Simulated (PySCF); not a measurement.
Start geometry of hexafluoropropylene (`FC(F)(C(=C(F)F)F)F`) from GFN2-xTB (Å):
```
atom  x, y, z in Å
F1     1.1520    0.9925   -1.4677
C2     1.3006    0.4554   -0.2818
F3     2.5400    0.5567    0.1352
C4     0.3243   -0.1211    0.4187
F5     0.5811   -0.6390    1.6259
C6    -1.1206   -0.2711   -0.0132
F7    -1.9465    0.3637    0.8217
F8    -1.4881   -1.5539   -0.0320
F9    -1.3293    0.2228   -1.2321
```

Task: What comes out of this run: PBE0-D3(BJ)/def2-SVP geometry optimisation, gas phase in PySCF?

Result: 
```
atom  x, y, z in Å
F1     2.0953    0.3334    0.0677
C2     1.1575   -0.2586    0.7458
F3     1.6132   -0.8415    1.8164
C4    -0.1355   -0.2863    0.4125
F5    -0.9952   -0.9234    1.1994
C6    -0.7751    0.3472   -0.7868
F7    -1.6481    1.2821   -0.4140
F8    -1.4472   -0.5652   -1.4864
F9     0.1270    0.9093   -1.5833
```

The energy falls by 0.59 kcal/mol over 7 energy and gradient evaluations, the largest force component goes from 0.0121 to 1.8e-04 Eh/bohr, and the atoms move by 0.031 Å rms after alignment. The bond that changes most is C4–C6 (vinylic C–F carbon to CF3 carbon), which shortens by 0.016 Å. Bonds longer at the end by more than 0.005 Å: 0 of 8; shorter: 4. Rotational constants go from 2551, 1246, 979.4 to 2572, 1260, 990.6 MHz. The orientation of the end geometry is arbitrary; only internal coordinates are fixed.

The run used 126 basis functions and 52 SCF cycles in all. Time: 40 s wall. Hardware: an Arm Neoverse V2 with one thread, shared host.

Whether it is a minimum is left open (no frequencies).
